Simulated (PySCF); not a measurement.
## Electron correlation in Br³⁺ (bromine, charge +3)

[Ar] 3d10 4s2 4p2, high-spin 3P determinant. Computed with PySCF 2.14 in x2c-TZVPPall, with scalar relativity by spin-free X2C-1e. Frozen: [Ar] 3d10; 4 electrons correlated.

```csv
level,correlation energy (mhartree)
CCSD,-75.69
(T),-1.39
CCSD(T),-77.08
CCSDT,-77.44
```

Diagnostics: T1 = 0.0055, D1 = 0.0148, largest double amplitude 0.091.

Cost of the coupled-cluster step: of the order of 0.27 core-seconds, for 4 correlated electrons.
